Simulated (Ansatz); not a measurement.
Frontier orbitals of C$_{2}$H$_{6}$Ge, SMILES `C=[CH][GeH3]`.

Cartesian coordinates in Å:
```
C -0.089 -0.703 1.409
C -0.501 0.210 0.538
Ge 0.273 0.413 -1.228
H 0.715 -1.397 1.179
H -0.537 -0.799 2.394
H -1.310 0.879 0.823
H -0.797 0.204 -2.314
H 1.388 -0.632 -1.397
H 0.858 1.825 -1.404
```

The species carries charge 0 and has multiplicity 1. Correlated methods include outer-core shells of Ge, which these sets cover unevenly. Scalar relativity is left out up to krypton. The structure was optimised at the PBE0-D4/def2-TZVP level. Basis def2-TZVPP, the Gaussian-basis code of Ansatz.

Orbital energies of one run (eV). Highest occupied ones, from the top: -6.82, -7.49, -8.14, -8.41, -9.87, -11.18, -13.11, -14.59, -18.96, -29.40, -29.40, -29.46, -29.46, -29.47. Empty: -1.33, 0.33, 0.65, 0.83, 1.20, 1.46.

(1) Which functional gave them?
A. PBE0
B. PBE
C. ωB97X-V
D. BHLYP

Results:

(1) B. HOMO energies: PBE -6.82, ωB97X-V -10.28, BHLYP -8.89, PBE0 -7.94 eV.
